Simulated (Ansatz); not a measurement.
`CC(F)(F)C(F)(F)C(F)(F)C(F)(F)C(F)(F)C(F)(F)C(F)(F)C(F)(F)C(F)(F)C(F)(F)C(F)(F)C(C)(F)F` with charge -1. The state is a doublet with charge -1. Geometry PBE-D4/def2-SVP; atoms count from 1.

Cartesian coordinates in Å:
```
C 5.605 -3.041 -3.196
C 4.120 -3.279 -3.235
F 3.635 -3.121 -4.526
F 3.828 -4.575 -2.882
C 3.294 -2.323 -2.316
F 1.950 -2.486 -2.711
F 3.636 -1.039 -2.667
C 3.438 -2.519 -0.848
F 5.385 -2.790 -0.422
F 2.981 -3.724 -0.422
C 3.194 -1.426 0.127
F 3.455 -1.875 1.402
F 3.956 -0.321 -0.129
C 1.706 -0.898 0.198
F 0.856 -1.968 0.224
F 1.450 -0.165 -0.924
C 1.338 -0.017 1.431
F 1.229 -0.796 2.536
F 2.320 0.904 1.641
C 0.019 0.834 1.337
F -0.152 1.435 2.556
F 0.184 1.810 0.410
C -1.296 0.063 1.010
F -1.304 -0.300 -0.290
F -1.366 -1.049 1.786
C -2.646 0.834 1.293
F -3.632 0.016 0.834
F -2.795 0.984 2.629
C -2.822 2.228 0.615
F -2.388 2.153 -0.669
F -2.077 3.141 1.281
C -4.291 2.782 0.527
F -4.997 2.026 -0.351
F -4.169 4.037 -0.002
C -5.126 2.911 1.836
C -6.408 3.688 1.629
F -4.350 3.520 2.784
F -5.418 1.651 2.281
H 5.822 -2.039 -3.611
H 5.895 -3.065 -2.113
H 6.103 -3.818 -3.810
H -7.019 3.199 0.848
H -6.965 3.694 2.585
H -6.179 4.725 1.323
```

Single mean-field runs in def2-SVP are fitted with def2-universal-jkfit. In the doublet geometry the species has come apart into loosely held pieces.

Q: Estimate the Mulliken populations of the heavy atoms from the PBE0/def2-SVP orbitals of Ansatz.

A: 
| atom | charge (e) | spin (α − β) |
| --- | --- | --- |
| C1 | -0.07 | 0.00 |
| C2 | 0.31 | 0.01 |
| F3 | -0.26 | 0.00 |
| F4 | -0.24 | 0.00 |
| C5 | 0.34 | 0.00 |
| F6 | -0.26 | 0.03 |
| F7 | -0.23 | 0.00 |
| C8 | 0.16 | 0.60 |
| F9 | -0.47 | 0.28 |
| F10 | -0.23 | 0.02 |
| C11 | 0.40 | -0.01 |
| F12 | -0.22 | 0.01 |
| F13 | -0.21 | 0.01 |
| C14 | 0.31 | 0.04 |
| F15 | -0.20 | 0.00 |
| F16 | -0.20 | 0.00 |
| C17 | 0.38 | 0.01 |
| F18 | -0.19 | 0.00 |
| F19 | -0.20 | 0.00 |
| C20 | 0.34 | 0.00 |
| F21 | -0.20 | 0.00 |
| F22 | -0.19 | 0.00 |
| C23 | 0.36 | 0.00 |
| F24 | -0.17 | 0.00 |
| F25 | -0.18 | 0.00 |
| C26 | 0.34 | 0.00 |
| F27 | -0.19 | 0.00 |
| F28 | -0.18 | 0.00 |
| C29 | 0.36 | 0.00 |
| F30 | -0.18 | 0.00 |
| F31 | -0.18 | 0.00 |
| C32 | 0.34 | 0.00 |
| F33 | -0.20 | 0.00 |
| F34 | -0.21 | 0.00 |
| C35 | 0.31 | 0.00 |
| C36 | -0.06 | 0.00 |
| F37 | -0.21 | 0.00 |
| F38 | -0.21 | 0.00 |
Mulliken values and Mayer orders depend strongly on the basis.

Q: Where does the spin sit?

A: Summed by element: C 0.65, F 0.34, H 0.00, of 1 unpaired in all. Largest on single atoms: C8 0.60, F9 0.28, C14 0.04.

Q: And the Mayer bond orders between bonded heavy atoms (over 0.3)?

A: C1–C2 1.08 (1.50 Å); C2–F3 1.01 (1.39 Å); C2–F4 1.03 (1.37 Å); C2–C5 0.95 (1.56 Å); C5–F6 0.98 (1.41 Å); C5–F7 1.02 (1.37 Å); C5–C8 1.00 (1.49 Å); C8–F10 1.00 (1.36 Å); C8–C11 1.06 (1.48 Å); C11–F12 1.03 (1.38 Å); C11–F13 1.06 (1.37 Å); C11–C14 0.85 (1.58 Å); C14–F15 1.03 (1.37 Å); C14–F16 1.05 (1.36 Å); C14–C17 0.86 (1.56 Å); C17–F18 1.08 (1.36 Å); C17–F19 1.07 (1.36 Å); C17–C20 0.93 (1.57 Å); C20–F21 1.06 (1.37 Å); C20–F22 1.07 (1.36 Å); C20–C23 0.86 (1.56 Å); C23–F24 1.09 (1.35 Å); C23–F25 1.08 (1.36 Å); C23–C26 0.93 (1.58 Å); C26–F27 1.07 (1.36 Å); C26–F28 1.07 (1.35 Å); C26–C29 0.87 (1.56 Å); C29–F30 1.09 (1.36 Å); C29–F31 1.08 (1.35 Å); C29–C32 0.93 (1.57 Å); C32–F33 1.07 (1.36 Å); C32–F34 1.05 (1.37 Å); C32–C35 0.89 (1.56 Å); C35–C36 1.08 (1.51 Å); C35–F37 1.05 (1.37 Å); C35–F38 1.04 (1.37 Å). Values over 0.3 also appear between atoms too far apart for a bond (C8–F9 0.50 at 2.01 Å); they arise where an orbital or an unpaired electron spreads over both atoms.
